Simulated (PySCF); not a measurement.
Telling isomers of C₃H₁₀B₃N₃ apart by NMR

[PySCF 2.14: coordinates at the PBE0-D3(BJ)/def2-SVP level; shielding tensors at PBE0/pcSseg-1 (GIAO); fast rotation and ring inversion assumed for equivalent nuclei; one conformer; isolated molecule; non-relativistic]

References, each an isolated molecule treated in the same way: ¹H (31.27 ppm) and ¹³C (184.41 ppm) against TMS. Where no couplings were computed, multiplicities follow the n + 1 count of equivalent neighbours, and m marks all less simple cases (inequivalent or close neighbours, rings, F or P nearby). Couplings to H on boron are left out. Carbons bonded to boron are broad in practice. Shifts are as computed. Against solution values, carbons near 30 ppm lie about +2 ppm off and those near 130 ppm about +5 ppm. Of 1211 compounds with measured shifts, 218 miss one by over three times the rms of a fit or turn the order of signals round; such compounds aren't used in these exercises. OH and NH positions are gas-phase values without hydrogen bonding to other molecules.

(1) Tabulate the signals of `C=CCN1BNBNB1`, `B1NBN(C2CC2)BN1` and their relative energies.

(2) What is the quickest way to tell C=CCN1BNBNB1 from B1NBN(C2CC2)BN1?

Results:

(1) 
| SMILES | carbon types | δC | δH | E rel. (kcal/mol) |
| --- | --- | --- | --- | --- |
| C=CCN1BNBNB1 | 1×CH 2×CH2 | 150.4, 121.1, 56.8 | 6.26 (m, 1H), 5.69 (br s, 2H), 5.44 (m, 1H), 5.02 (m, 1H), 4.79 (br, 1H), 4.67 (br, 2H), 4.01 (d, 2H) | 0.0 |
| B1NBN(C2CC2)BN1 | 1×CH 2×CH2 | 34.2, 10.8 | 5.61 (br s, 2H), 4.98 (br, 2H), 4.70 (br, 1H), 2.81 (m, 1H), 0.76 (m, 2H), 0.49 (m, 2H) | 2.8 |

Energies are electronic energies at PBE0/pcSseg-1 on these geometries, without zero-point or thermal terms, each for the one conformer computed, which needn't be the lowest.

(2) Count the carbon signals: 3 against 2. The first has an alkene CH at 150.4 ppm, the second a three-membered-ring carbon (CH) at 34.2 ppm. In the proton spectra the most deshielded non-exchanging signals are 6.26 (m, 1H) and 4.98 (br, 2H).
